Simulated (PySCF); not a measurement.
**Excitation energy of Mo by level of theory**

Mo [Kr] 4d5 5s1 (7S) → Mo [Kr] 4d4 5s1 5p1 (high-spin determinant), as a difference of total energies. All numbers are calculated (PySCF 2.14, a scalar-relativistic core potential, in aug-cc-pVDZ-PP with ECP28MDF). Correlated levels: valence: 4s2 4p6 frozen. The calculations carry no spin-orbit coupling.

```
           method  excitation energy (eV)
              UHF                   2.865
              LDA                   4.099
              PBE                   4.007
             PBE0                   3.869
           r2SCAN                   3.944
           PBEsol                   4.055
            B3LYP                   3.809
            HSE06                   3.861
             BLYP                   3.892
    MP2 (valence)                   3.342
SCS-MP2 (valence)                   3.024
```

How much does correlation contribute at MP2 (valence)?

3.342 − (2.865) = 0.477 eV, measured against UHF.

The determinant of the upper state mixes LS terms, which raises its energy above the lowest term, most at the Hartree-Fock and MP2 levels.
